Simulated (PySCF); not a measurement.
**Adding and removing an electron: PbN**

ROHF-MP2; PySCF, scalar-relativistic core potentials, basis sets Pb def2-SVP with ECP60, N def2-SVP. Neutral (ROHF): doublet (π ↑), Re = 2.106 Å, ωe = 545 cm⁻¹, De = 1.43 eV.

PbN⁺ (ROHF): triplet (π ↑↑), Re = 2.243 Å, ωe = 495 cm⁻¹. The energies at the minima are -246.34685 hartree for PbN and -246.06319 for PbN⁺.

(1) Work out the adiabatic ionisation energy, without and with harmonic zero-point energies (1 hartree = 27.2114 eV, 1 eV = 8065.5 cm⁻¹), and the change of the bond length.

Correlated steps freeze 5 core orbitals. Correlated levels converge slowly with the basis: in double zeta they bind strong bonds too weakly, by up to about 1 eV, and carry superposition errors of some tenths. Spin–orbit coupling is left out, which matters for elements this heavy, above all for dissociation energies. States were picked by a PBE0 search and need not be the measured ground states.

Results:

(1) At ROHF-MP2: 0.28366 hartree = 7.719 eV between the minima; the zero-point term (495.0 − 545.0)/2 cm⁻¹ = -0.003 eV makes it 7.716 eV. Re changes by +13.7 pm against the neutral. The electron leaves a π orbital, and the longer bond of the ion fits a bonding orbital, or a change in how ionic the bond is.
